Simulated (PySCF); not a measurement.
Species: BF₂H₅Si₂.
Numbering: `[F:1][B:2]([F:3])[SiH2:4][SiH3:5]` (hydrogens: H6, H7 on Si4; H8, H9, H10 on Si5)

Level of theory: MP2 and CCSD/aug-cc-pVDZ in PySCF, restricted Hartree–Fock reference, frozen core, non-relativistic, gas phase, PBE0-D3(BJ)/def2-SVP geometry.

E(HF) = -804.46757 Eh.

Q: How large is the problem?

A: 168 basis functions and 56 electrons; 13 orbitals frozen, which leaves o = 15 correlated occupied and v = 140 virtual orbitals. That is o·v = 2100 singles and o·v(o·v + 1)/2 = 2206050 distinct closed-shell doubles amplitudes before symmetry; the costliest CCSD step grows as o²v⁴ = 8.6 × 10^10.

Q: What are the MP2 and CCSD correlation energies?

A: MP2 -0.6956 Eh and CCSD -0.7494 Eh, which gives totals of -805.16315 and -805.21701 Eh. That is 0.680 eV for each correlated electron at CCSD (1968 kJ/mol in all, 0.093 % of the total energy); MP2 gives 92.8 % of the CCSD value.

Q: What is the T1 diagnostic?

A: 0.0153, below the customary warning level of 0.02. It is the norm of the spatial-orbital singles amplitudes over the root of the number of correlated electrons, so the norm is 0.084.

Q: How does correlation change the dipole moment?

A: HF gives 1.32 D and CCSD (unrelaxed density) 1.12 D, a change of -0.20 D.

Connected triples and the basis-set limit are missing.

Conformer computed: `[F:1][B:2]([F:3])[SiH2:4][SiH3:5]`: F1–B2–Si4–Si5 -95°.

One conformer stands for the species.
